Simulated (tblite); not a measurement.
Compound: C6H7OPS.
Structure used (GFN2-xTB), in Å, numbered top down from 1:
```
atom  x, y, z in Å
C1    -2.5513   -1.2794    0.4693
C2    -2.2009    0.1152    0.0203
O3    -3.0339    0.9588   -0.2245
C4    -0.7552    0.3865   -0.1025
C5    -0.3186    1.6170   -0.5003
S6     1.3596    1.8592   -0.6201
C7     1.7860    0.2490   -0.1256
C8     3.2357   -0.0952   -0.0556
P9     0.5074   -0.8254    0.2455
H10   -3.6306   -1.3890    0.5333
H11   -2.1035   -1.4743    1.4425
H12   -2.1497   -2.0032   -0.2382
H13   -0.9731    2.4363   -0.7412
H14    3.7547    0.5554    0.6489
H15    3.3563   -1.1271    0.2669
H16    3.7097    0.0251   -1.0302
```

Method: GFN2-xTB as coded in tblite; computed harmonic values from a numerical Hessian at the method's own geometry, unscaled. This tight-binding method is rough: wavenumbers can miss measured ones by several per cent, in bad cases by 10 to 20. One conformer, not necessarily the lowest.

Harmonic wavenumbers (cm⁻¹): 41.7, 91.0, 111.6, 125.4, 150.7, 214.5, 275.9, 317.6, 369.3, 401.0, 409.6, 459.2, 558.8, 587.8, 618.3, 700.4, 771.5, 872.8, 880.6, 985.3, 985.7, 1004.6, 1021.3, 1101.1, 1165.2, 1211.8, 1248.5, 1362.3, 1399.4, 1438.2, 1448.2, 1451.0, 1463.0, 1473.0, 1726.2, 2987.6, 3003.3, 3012.3, 3018.9, 3034.2, 3055.6, 3118.6.

A = 2444, B = 843.0, C = 631.7 MHz; mass 157.996 u (most abundant isotopes); point group Cs, symmetry number 1.

Question: Zero-point energy?

Answer: ½Σν̃ = 24836 cm⁻¹ = 71.01 kcal/mol.

Question: Entropy at 500 K, 1 bar (ideal gas, RRHO, classical rotation)?

Answer: Translation 43.68, rotation 31.43, vibration 48.30: S = 123.4 cal/(mol K).

Question: And Cp and H(500 K) − H(0)?

Answer: Cp = 52.37 cal/(mol K), of which vibrations give 44.42 (their classical limit is 42 R = 83.5); H(500 K) − H(0) = 16.12 kcal/mol without the zero-point energy, 12.15 from vibrations.

Question: How do the functions run with temperature in this model?

Answer: 
```tsv
T (K)	S (cal/(mol K))	Cp (cal/(mol K))	H − H(0) (kcal/mol)	G − H(0) (kcal/mol)	ln q(vib)
150	79.6	24.1	2.39	-9.55	3.05
250	94.1	33.3	5.26	-18.25	5.72
298.15	100.3	37.5	6.97	-22.93	6.98
400	112.5	45.6	11.21	-33.78	9.59
600	133.5	57.8	21.64	-58.43	14.48
900	159.2	69.1	40.84	-102.48	21.16
```

q(vib) and H(0) count from the zero-point level.

Question: Which modes carry the vibrational entropy at 500 K?

Answer: 41.7 cm⁻¹: 6.20; 91.0 cm⁻¹: 4.66; 111.6 cm⁻¹: 4.25; 125.4 cm⁻¹: 4.02; 150.7 cm⁻¹: 3.66; 214.5 cm⁻¹: 2.98 cal/(mol K); the other 36 give 22.53 together.

Question: Blend soft modes into free rotors: weight 1/[1 + (100 cm⁻¹/ν̃)⁴] for the oscillator and the rest for a rotor with moment μB/(μ + B), μ = h/(8π²ν), B = 10⁻⁴⁴ kg m². What vibrational entropy results?

Answer: 44.92 cal/(mol K) in place of 48.30, which changes −T·S at 500 K by +1.69 kcal/mol.

Hindered rotation and anharmonicity are outside this model. Other conformers, if any are populated, would add a mixing term that is left out.
